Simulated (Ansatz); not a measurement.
The first iterations of a band of C$_{2}$H$_{7}$NOSi (12 atoms, charge 0, multiplicity 1).

Computed with RKS PBE/6-31G* (Ansatz 0.2.0).

```json
{
 "movable images": "4",
 "climbing image": "no",
 "spring": "5.0 eV/Å²",
 "optimiser": "quadratic models (default)",
 "start path": "IDPP",
 "force threshold": "0.03 eV/Å",
 "iteration limit": "60",
 "end points": "relaxed"
}
```

Initial state:

```xyz
12
Properties=species:S:1:pos:R:3
N -1.011 1.218 0.320
C -0.277 0.050 -0.032
Si 1.608 0.276 -0.141
C -0.838 -1.282 0.273
O -0.814 -0.847 -1.095
H -0.882 1.956 -0.380
H -2.018 1.024 0.380
H 2.224 -1.028 -0.545
H 2.190 0.722 1.168
H 1.914 1.319 -1.177
H -1.837 -1.336 0.737
H -0.182 -2.130 0.527
```

Final state:

```xyz
12
Properties=species:S:1:pos:R:3
N -0.839 0.688 1.201
C -0.271 0.069 0.051
Si 1.615 0.245 -0.117
C -0.956 -1.083 -0.569
O -0.982 0.179 -1.253
H -0.679 1.701 1.187
H -1.854 0.537 1.246
H 2.336 -0.370 1.045
H 1.963 1.705 -0.176
H 2.047 -0.424 -1.385
H -1.918 -1.413 -0.142
H -0.385 -1.890 -1.055
```

| iteration | highest image above the first end (eV) | largest band force component (eV/Å) |
| --- | --- | --- |
| 1 | 0.145 | 0.961 |
| 2 | 0.082 | 0.157 |

**Question.** Does the band converge within its limit, and where does its top end?

**Answer.** It converged. It ended after 5 iterations with the highest image 0.075 eV above the first end. No image climbed, so the highest image needn't sit at the top of the path.

Time of the run: 82 s on 2 threads of Arm Neoverse N1, with other jobs on the host, peak memory 0.19 GiB.
